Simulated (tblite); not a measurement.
Species: C4H12N2OSi2.
Geometry (GFN2-xTB, Å), atoms numbered from 1 in this order:
```
atom  x, y, z in Å
C1     2.0927   -1.4546    0.0917
N2     2.3917   -0.1663    0.6299
C3     1.9800    0.9228    0.1678
C4     1.0879    1.2024   -1.0151
C5    -0.2994    1.4570   -0.4614
O6    -0.6322    2.5610   -0.0887
Si7   -1.5117   -0.0185   -0.2674
N8    -3.0156    0.7912   -0.4721
Si9   -1.2242   -1.1435    1.7380
H10    3.0251   -1.8794   -0.2849
H11    1.7571   -2.0817    0.9181
H12    1.3358   -1.4740   -0.7005
H13    2.2905    1.8100    0.7107
H14    1.4511    2.1042   -1.5094
H15    1.0663    0.3676   -1.7130
H16   -1.3248   -0.8486   -1.4751
H17   -3.0361    1.7887   -0.3261
H18   -3.8840    0.3716   -0.1866
H19   -1.0104   -2.5770    1.5041
H20   -0.1116   -0.6575    2.5560
H21   -2.4370   -1.0582    2.5625
```

All values are computed: GFN2-xTB (tblite) harmonic vibrations without scaling, gas phase. The method is semi-empirical: single wavenumbers can be off by several per cent or more. Modes of hydrogen on silicon can be 10 to 20 % off. One conformer, not necessarily the lowest.

Harmonic wavenumbers (cm⁻¹): 29.0, 43.9, 76.7, 84.3, 108.0, 115.8, 145.4, 151.3, 157.0, 226.4, 246.7, 320.0, 386.5, 414.7, 424.9, 459.8, 462.5, 476.1, 530.3, 574.9, 646.9, 651.1, 681.5, 784.0, 806.4, 808.2, 822.3, 859.0, 910.0, 923.7, 988.1, 1042.6, 1055.5, 1096.8, 1123.2, 1150.5, 1191.4, 1334.4, 1386.1, 1448.0, 1452.5, 1477.5, 1507.1, 1697.6, 1757.5, 2117.4, 2209.0, 2216.2, 2253.4, 2911.5, 2982.4, 2989.8, 3003.6, 3007.8, 3021.5, 3463.2, 3511.9.

A = 1337, B = 916.6, C = 635.9 MHz; mass 160.049 u (most abundant isotopes); point group C1, symmetry number 1.

**Question.** What is the zero-point energy?

**Answer.** Half the sum of the wavenumbers: 33362 cm⁻¹ = 95.39 kcal/mol.

**Question.** What is S at 350 K and 1 bar for an ideal gas of classical rigid rotors and harmonic oscillators?

**Answer.** Translation 41.94, rotation 30.88, vibration 54.46: S = 127.3 cal/(mol K).

**Question.** And Cp and H(350 K) − H(0)?

**Answer.** Cp = 56.28 cal/(mol K), of which vibrations give 48.34 (their classical limit is 57 R = 113.3); H(350 K) − H(0) = 12.15 kcal/mol without the zero-point energy, 9.36 from vibrations.

**Question.** Blend soft modes into free rotors: weight 1/[1 + (100 cm⁻¹/ν̃)⁴] for the oscillator and the rest for a rotor with moment μB/(μ + B), μ = h/(8π²ν), B = 10⁻⁴⁴ kg m². What vibrational entropy results?

**Answer.** 48.97 cal/(mol K) in place of 54.46, which changes −T·S at 350 K by +1.92 kcal/mol.

**Question.** How do the functions run with temperature in this model?

**Answer.** 
```tsv
T (K)	S (cal/(mol K))	Cp (cal/(mol K))	H − H(0) (kcal/mol)	G − H(0) (kcal/mol)	ln q(vib)
50	64.0	17.7	0.61	-2.59	1.23
100	78.9	25.8	1.71	-6.19	3.49
298.15	118.7	50.7	9.37	-26.03	11.92
373.15	131.0	58.6	13.47	-35.39	14.83
500	149.7	69.5	21.63	-53.22	19.49
750	181.0	84.6	41.04	-94.69	27.84
1000	206.8	94.5	63.51	-143.25	35.24
```

q(vib) and H(0) count from the zero-point level.

**Question.** Which modes carry the vibrational entropy at 350 K?

**Answer.** 29.0 cm⁻¹: 6.21; 43.9 cm⁻¹: 5.39; 76.7 cm⁻¹: 4.29; 84.3 cm⁻¹: 4.10; 108.0 cm⁻¹: 3.62; 115.8 cm⁻¹: 3.48 cal/(mol K); the other 51 give 27.37 together.

Hindered rotation and anharmonicity are outside this model. Other conformers, if any are populated, would add a mixing term that is left out. The structure is chiral; the term R ln 2 for an equal mix with its mirror image is left out.
